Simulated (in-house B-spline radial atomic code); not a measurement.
# PBE hybrid excitations of Tl3+

Method: PBE hybrid with 0.8 exact exchange. Computed with an all-electron radial atomic-structure program (B-spline basis): linear response of the closed shell [Xe] 4f14 5d10 with the functional's adiabatic kernel; scalar-relativistic (spin-free one-electron X2C), finite nucleus, no spin-orbit coupling, no double excitations, S, P, D and F terms only; shells from n = 3 respond. Only terms of natural parity with L up to 3 were computed.

Spin-orbit coupling is strong here, so these LS terms don't match observed levels.

Command:
```bash
python run_td.py task.json out
```
Settings (radii: box in bohr, nucleus in fm):
```
Z                        81
electrons                78
configuration            [Xe] 4f14 5d10
hamiltonian              x2c
method                   pbeh
box_radius               23.08
exact_exchange_fraction  0.8
rms_radius               5.4759
intervals                71
```

Run time, properties included: 13 s on 1 thread of Arm Neoverse N1, on a shared host.

The lowest states, in the order of their Tamm-Dancoff energies; the method's threshold (minus the highest occupied level) is 51.17 eV. Labels give the largest channel, * marks a mixed state, and oscillator strengths are full-response dipole values. Semilocal kernels can invert the small singlet-triplet splittings of Rydberg terms. Energies in eV:

```tsv
state	full response	Tamm-Dancoff	oscillator strength
5d → 6s 3D	10.797	10.848	-
5d → 6s 1D	?	?	-
5d → 6p 3P	21.108	21.159	-
5d → 6p 3F	21.641	21.676	-
5d → 6p 1F	22.092	22.100	-
5d → 6p 1P	22.778	22.871	1.03
5d → 6d 3S	32.46	32.49	-
5d → 7s 3D*	?	?	-
5d → 7s 1D	33.28	33.29	-
5d → 6d 3D*	33.35	33.36	-
5d → 6d 1D	33.60	33.61	-
5d → 6d 1S	35.11	35.32	-
```

Problem. Where does 5d → 7s 3D lie?

Solution. At 33.09 eV in full response, 33.10 eV in Tamm-Dancoff.

Problem. Where does 5d → 6s 1D lie?

Solution. At 11.871 eV in full response, 11.901 eV in Tamm-Dancoff.

Problem. How large is the singlet-triplet splitting of 5d → 6s (D terms) in Tamm-Dancoff?

Solution. 1.05 eV, from the unrounded values.

Problem. What polarisabilities and dispersion coefficient does the method give?

Solution. Dipole 4.94 bohr³, quadrupole 17.59 bohr⁵, C6 28.77 hartree·bohr⁶ for two such species.
